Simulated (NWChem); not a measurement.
# C2H4GeN2; SMILES [CH]1=NC=[N][GeH2]1

```xyz
9

C      1.2973     0.6528     0.0000
N      0.6380     1.7457     0.0000
C     -0.7926     1.5291     0.0000
N     -1.3573     0.3918     0.0000
Ge     0.0299    -0.8671     0.0000
H      2.3949     0.6872     0.0000
H     -1.3737     2.4642     0.0000
H      0.0151    -1.7290     1.2685
H      0.0151    -1.7290    -1.2685
```
Atoms are numbered in this order, from 1.

Computed with NWChem. Medium grid unless said otherwise, to which SCAN and Minnesota functionals are sensitive. Structure relaxed at the PBE0/def2-SVP level.

For level MN15/def2-SVP:

| Quantity | Result |
|---|---|
| highest occupied level (eV) | -8.12 |
| orbital gap (eV) | 6.71 |
| dipole (D) | 2.22 |

Task: How do the values read with level B97-D/def2-SVP instead?

Result: The highest occupied level (eV) is -5.85, the orbital gap (eV) is 2.86 and the dipole (D) is 2.10.
